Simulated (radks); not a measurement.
Task: The potassium ion K+ is in [Ar]. All-electron calculation, scalar-relativistic Kohn-Sham, r2SCAN, spin-polarised, spherical densities, finite nucleus; meta-GGA in the generalised Kohn-Sham scheme; Fermi nuclear charge, rms radius of each element as measured or else 0.836 A^(1/3) + 0.57 fm. Program: a radial shooting solver on a logarithmic mesh with Libxc functionals. Open shells are filled with parallel spins first. One electron is removed from 2p, 2s, 3p, 3s in turn, with full relaxation. Which removal costs least, and what does each cost?

Result: 3p 32.092 eV; 3s 49.934 eV; 2p 310.91 eV; 2s 383.68 eV. The 3p electron leaves first.
